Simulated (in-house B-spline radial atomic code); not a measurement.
# Ionising the fluorine ion F²⁺ with different functionals

Computed with an all-electron radial atomic-structure program (B-spline basis): non-relativistic Hamiltonian, point nucleus, spin-polarised at highest spin, spherical fractional occupations for the functionals, the average over the highest-spin determinants for Hartree-Fock. The ionisation energy is the difference of two self-consistent energies, [He] 2s2 2p3 → [He] 2s2 2p2, without Breit or QED terms; ε is the level of the shell that loses the electron (its least bound occupied spin orbital).

Hybrids are left out here: with spherical fractional occupations of an open shell their exact exchange keeps a self-interaction that integer-occupation calculations don't have.

| method | rung | ΔSCF (eV) | -ε(2p) (eV) |
| --- | --- | --- | --- |
| Hartree-Fock | Hartree-Fock | 62.37 | 63.89 |
| LDA VWN5 | LDA | 63.16 | 51.61 |
| LDA PW92 | LDA | 63.14 | 51.60 |
| LDA exchange-only | LDA | ? | ? |
| PBE | GGA | 63.12 | 51.57 |
| PBEsol | GGA | 63.00 | 51.46 |
| BLYP | GGA | 63.04 | 51.42 |
| RPBE | GGA | 63.09 | 51.54 |
| PW91 | GGA | 63.27 | 51.71 |
| BP86 | GGA | ? | ? |
| AM05 | GGA | 62.98 | 51.45 |
| OLYP | GGA | 63.36 | 51.77 |
| TPSS | meta-GGA | 63.43 | 51.92 |
| SCAN | meta-GGA | 64.26 | 52.87 |
| r2SCAN | meta-GGA | 64.20 | 52.81 |
| M06-L | meta-GGA | 64.06 | 52.69 |
| revTPSS | meta-GGA | 63.28 | 51.80 |

(1) What does LDA exchange-only give?

(2) What does BP86 give?

(3) How do they compare with the NIST value?

Answers

(1) ΔSCF 61.84 eV, and -ε(2p) = 50.37 eV.

(2) ΔSCF 63.14 eV, and -ε(2p) = 51.58 eV.

(3) NIST lists 62.708 eV (semi-empirical, ground level to ground level). Errors run from -0.87 to +1.55 eV; AM05 is closest (+0.27 eV), but part of that can be cancellation, since the calculations leave out relativity, Breit-QED terms, multiplet and fine-structure energies. Hartree-Fock also lacks correlation.
